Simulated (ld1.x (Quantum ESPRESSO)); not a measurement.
**Reading a pseudo-wave (copper (Cu))**

Columns: radius, all-electron u(r) and pseudo u(r) of the 3d shell (level -7.40 eV) of copper in the configuration [Ne] 3s2 3p6 3d10 4s0 4p1; LDA (PZ), scalar-relativistic, PAW scheme, ld1.x (Quantum ESPRESSO) 7.5.

```
r (bohr)  all-electron  pseudo
   0.113        0.1347  0.0085
   0.225        0.4626  0.0617
   0.338        0.7480  0.1835
   0.450        0.9109  0.3604
   0.563        0.9708  0.5558
   0.675        0.9635  0.7173
   0.788        0.9195  0.8114
   0.900        0.8593  0.8289
   1.013        0.7929  0.7898
   1.125        0.7274  0.7275
   1.238        0.6644  0.6644
   1.350        0.6063  0.6063
   1.463        0.5524  0.5524
   1.575        0.5036  0.5036
   1.688        0.4589  0.4589
   1.800        0.4187  0.4187
   1.913        0.3819  0.3819
   2.025        0.3488  0.3488
   2.138        0.3186  0.3186
   2.250        0.2914  0.2914
   2.363        0.2664  0.2664
   2.475        0.2439  0.2439
   2.588        0.2233  0.2233
   2.700        0.2046  0.2046
   2.813        0.1875  0.1875
   2.925        0.1720  0.1720
```

Question: How many radial nodes do the two functions have?

Answer: The all-electron 3d function has n − l − 1 = 0; the pseudo-wave has 0.

Question: At about which radius was the pseudo-wave matched?

Answer: 1.20 bohr, where the columns begin to agree (steps of 0.11 bohr).

Question: Where does each function peak?

Answer: Outermost all-electron maximum near 0.56 bohr, pseudo maximum near 0.90 bohr (to the table’s step).

Question: Is the pseudo-wave norm-conserving?

Answer: No, it belongs to a PAW set: the norm inside the radius is not constrained, and the difference is carried by the augmentation charge.
